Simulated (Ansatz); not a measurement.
System: C₃H₅N, charge 0, singlet. C3H5N (SMILES [N+](#[C-])CC).
B3LYP-D3(BJ)/def2-TZVP minimum from Ansatz (a program for electronic structure):
```
C
H 1 1.0915
H 1 1.0915 2 107.51
N 1 1.4250 2 107.93 3 -116.18
C 4 1.1649 3 150.25 1 -177.39
C 1 1.5245 2 110.81 3 121.22
H 6 1.0897 1 110.68 2 60.22
H 6 1.0897 7 108.47 1 -121.61
H 6 1.0905 7 108.67 8 -117.97
```

Hartree-Fock and CCSD correlation energies in hartree (Ansatz). UHF or UKS for unpaired electrons; spin-orbit terms are left out. Correlated methods leave the cores frozen. No relativity.

```csv
basis,X,E(HF),"E(corr, CCSD)"
cc-pVTZ,3,-170.99349,-0.70590
cc-pVQZ,4,-171.00491,-0.74134
cc-pV5Z,5,-171.00747,withheld
```

**Question.** Fit E(corr) = E∞ + A/X³ to X = 3 and 4, predict X = 5, and compare with the run.

**Answer.** A = (-0.70590 - (-0.74134))/(1/27 - 1/64) = 1.6551; E∞ = -0.74134 - A/64 = -0.76720; at X = 5, E∞ + A/125 = -0.75396. The run gave -0.75276, 1.20 mEh above the prediction. The same form on X = 4 and 5 gives E∞ = -0.76474, 2.46 mEh above the first estimate.
